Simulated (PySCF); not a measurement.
H8LiO4 (SMILES [OH2]->[Li+](<-[OH2])(<-[OH2])<-[OH2]), charge +1, singlet, at a GFN2-xTB geometry (such geometries of metal compounds can be far from the true shape); M062X/3-21G (PySCF).

Here is a job for PySCF.
```python
from pyscf import gto, scf, dft

mol = gto.M(
    atom='''
Li   -0.000000   -0.000000    0.000000
O     1.564741   -0.337639   -0.978859
H     1.817439    0.064813   -1.812666
H     2.295876   -0.912095   -0.741082
O     0.452575    0.320102    1.792566
H     1.152566    0.882117    2.132048
H     0.050019   -0.081047    2.565925
O    -0.874468    1.501844   -0.707354
H    -1.377065    1.561049   -1.522822
H    -0.943360    2.368963   -0.301872
O    -1.142848   -1.484307   -0.106352
H    -2.071378   -1.531070    0.131856
H    -0.924098   -2.352729   -0.451387
''',
    basis='3-21g',
    charge=1,
    spin=0,
    verbose=3,
)

mf = dft.RKS(mol)
mf.xc = 'm062x'
mf.kernel()
mf.analyze()
```

The log (banner, timings and long lists left out):

```
converged SCF energy = -311.284025278722
**** MO energy ****
MO #1   energy= -19.7130347130316  occ= 2
MO #2   energy= -19.7128127389587  occ= 2
MO #3   energy= -19.7126234397811  occ= 2
MO #4   energy= -19.7125301663047  occ= 2
MO #5   energy= -2.13277431163721  occ= 2
MO #6   energy= -1.30580966976335  occ= 2
MO #7   energy= -1.30358983038739  occ= 2
MO #8   energy= -1.30348826907094  occ= 2
MO #9   energy= -1.30343782112443  occ= 2
MO #10  energy= -0.773027191969508 occ= 2
MO #11  energy= -0.769951103682177 occ= 2
MO #12  energy= -0.769906250009336 occ= 2
MO #13  energy= -0.769016135927502 occ= 2
MO #14  energy= -0.6533245236902   occ= 2
MO #15  energy= -0.632866432057376 occ= 2
MO #16  energy= -0.632686144562591 occ= 2
MO #17  energy= -0.632585560983974 occ= 2
MO #18  energy= -0.555866927449219 occ= 2
MO #19  energy= -0.548403039727495 occ= 2
MO #20  energy= -0.548363131311618 occ= 2
MO #21  energy= -0.547037031937402 occ= 2
MO #22  energy= -0.125857793553288 occ= 0
MO #23  energy= -0.102149345295366 occ= 0
MO #24  energy= -0.101825460937213 occ= 0
MO #25  energy= -0.101814105391799 occ= 0
MO #26  energy= 0.0531870495145106 occ= 0
MO #27  energy= 0.0532387702971978 occ= 0
MO #28  energy= 0.0550038272749468 occ= 0
MO #29  energy= 0.0930968971182273 occ= 0
 ** Mulliken atomic charges  **
charge of    0Li =      0.65311
charge of    1O =     -0.56325
charge of    2H =      0.32564
charge of    3H =      0.32442
charge of    4O =     -0.56321
charge of    5H =      0.32439
charge of    6H =      0.32543
charge of    7O =     -0.56324
charge of    8H =      0.32443
charge of    9H =      0.32547
charge of   10O =     -0.56326
charge of   11H =      0.32445
charge of   12H =      0.32562

WARN: System has nonzero charge 1; the dipole moment is origin-dependent.
Location of origin: [0. 0. 0.]

Dipole moment(X, Y, Z, Debye): -0.00098, -0.00174, -0.00344
```
